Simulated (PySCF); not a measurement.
# SbCl⁺: energy against distance

Set-up: basis Sb def2-SVP with ECP28, Cl def2-SVP; scalar-relativistic core potentials; PySCF 2.14. Energies in eV from Sb⁺ + Cl in their ground configurations at the same level. State: ²Π (doublet), unpaired electrons π ↑.

```
R (Å)    BLYP
1.962  -1.906
2.054  -2.848
2.145  -3.390
2.213  -3.607
2.282  -3.703
2.350  -3.708
2.442  -3.611
2.556  -3.382
2.693  -3.022
2.875  -2.498
```

Question: Put a parabola through the three lowest points of the BLYP curve and estimate Re, k and ωe (reduced mass 27.12 u; 1 eV/Å² = 0.16022 mdyn/Å; ωe = 1302.8·√(k/μ) cm⁻¹).

Answer: Through R = 2.282, 2.35, 2.442 Å the second-order coefficient is 7.05 eV/Å², so Re ≈ 2.321 Å, k ≈ 2.26 mdyn/Å and ωe ≈ 376 cm⁻¹. A polynomial fit of higher order to the unrounded BLYP energies gives Re = 2.319 Å, k = 2.65 mdyn/Å, ωe = 407 cm⁻¹; anharmonicity and rounding make the difference.

The higher-order fit for each curve: BLYP: Re = 2.319 Å, ωe = 407 cm⁻¹, De = 3.72 eV.

These are scalar-relativistic numbers at best; spin–orbit coupling would shift them, the dissociation energy most. For an ion De counts to the pair picked by the measured ionisation energies or electron affinities, which need not be the lowest pair at this level. Counting both spins, an empty level lies below a filled one in this solution, because spin and occupation are held. The state is the lowest determinant that a PBE0 search found; another state may lie lower at other levels.
